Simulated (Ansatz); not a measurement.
Geometry optimisation, RKS PBE/def2-SVP (Ansatz).

Input:

```yaml
crystal:
  periodic: [false, false, false]
  atoms:
    - { symbol: Ga, position_ang: [0.0, 0.0, 0.0] }
    - { symbol: "N", position_ang: [0.0, 0.0, 2.28] }
    - { symbol: H, position_ang: [-0.877, -0.2713, 2.81] }
    - { symbol: H, position_ang: [0.877, 0.2713, 2.81] }
    - { symbol: O, position_ang: [1.5501, 0.0, -0.895] }
    - { symbol: H, position_ang: [1.85, -0.9519, -1.0499] }
    - { symbol: O, position_ang: [-1.5501, 0.0, -0.895] }
    - { symbol: H, position_ang: [-2.0598, -0.8467, -0.6865] }
    - { symbol: S, position_ang: [-0.3214, 2.4176, 0.8104] }
    - { symbol: H, position_ang: [-1.6226, 2.8408, 0.5138] }
    - { symbol: H, position_ang: [-0.1704, 1.2817, 2.0261] }
basis:
  gaussian: { orbitals: def2-SVP }
hamiltonian:
  xc: pbe
relax:
  f_tol: 0.15
  max_steps: 25
  restrain:
    - { distance: [0, 8], at: 3.47, k: 30.0 }
    - { distance: [10, 1], at: 2.26, k: 30.0 }
    - { distance: [0, 1], at: 1.93, k: 30.0 }
    - { distance: [10, 8], at: 1.4, k: 30.0 }
```

Command:

```bash
$ ansatz run input.yaml --threads 4 --pin off --max-ram 5120MiB --backend cpu --events-out ev --progress --plain --runs-dir out
```

**Question.** Where does it end, and by what steps?

**Answer.** The run converged. The restraints hold the end off the free minimum; the threshold counts their pulls, which the force column leaves out. Restrained pairs: Ga1–S9 (2.57 → 3.46 Å), N2–H11 (1.32 → 2.26 Å), Ga1–N2 (2.28 → 1.91 Å), S9–H11 (1.67 → 1.39 Å). After 9 steps the energy has fallen by 0.998 eV (the restraints' own energy left out); H11 moved furthest, 0.91 Å.

```csv
step,energy less start (eV),largest force component (eV/Å),accepted
0,0.0000,2.328,yes
1,0.3823,2.143,yes
2,0.3302,1.989,yes
3,-0.2112,1.788,yes
4,-0.6031,0.887,yes
5,-0.7001,0.857,yes
6,-0.8005,1.054,yes
7,-0.8705,1.142,yes
8,-0.9766,0.843,yes
9,-0.9978,0.773,yes
```

```xyz
11
Properties=species:S:1:pos:R:3
Ga 0.066 -0.302 0.276
N -0.110 -0.082 2.163
H -0.900 -0.594 2.575
H 0.744 -0.361 2.664
O 1.719 -0.328 -0.425
H 1.677 -0.412 -1.395
O -1.298 -0.617 -0.862
H -2.141 -0.751 -0.393
S -0.293 3.115 0.723
H -1.645 2.950 0.711
H -0.144 2.124 1.687
```

The run took 10 s on 4 threads of INTEL(R) XEON(R) PLATINUM 8581C CPU @ 2.10GHz (Emerald Rapids), on a shared host, peak memory 0.2 GiB.
